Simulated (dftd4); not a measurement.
HLiO, triplet, at a GFN2-xTB geometry (such geometries of metal compounds can be far from the true shape) (a higher spin typed on purpose: for a closed-shell molecule this is an excited state); D4 for pbe0 (dftd4 4.2.0).

Here is a job for dftd4.
```
$ dftd4 mol.xyz --func pbe0 --charge 0 --json dftd4.json --noedisp

# file mol.xyz
3

Li    -1.03425496    -0.89063491    -0.88776834
O      0.27603776     0.23786229     0.23944203
H      0.89446277     0.76900642     0.74776881
```

The log (banner, timings and long lists left out):

```
                    ____  _____ _____     ____  _  _
      -------------|  _ \|  ___|_   _|---|  _ \| || |------------
     |             | | | | |_    | | ___ | | | | || |_           |
     |             | |_| |  _|   | ||___|| |_| |__   _|          |
     |             |____/|_|     |_|     |____/   |_|            |
     |             ===================================           |
     |            E. Caldeweyher, S. Ehlert & S. Grimme          |
     |          Mulliken Center for Theoretical Chemistry        |
     |                    University of Bonn                     |
      -----------------------------------------------------------

Rational (Becke-Johnson) damping: pbe0-D4-ATM
---------------------
  s6         1.0000
  s8         1.2007
  s9         1.0000
  a1         0.4009
  a2         5.0293
 alp        16.0000
--------------------

Dispersion energy:      -4.2606487642202E-04 Eh

[Info] JSON dump of results written to 'dftd4.json'
```
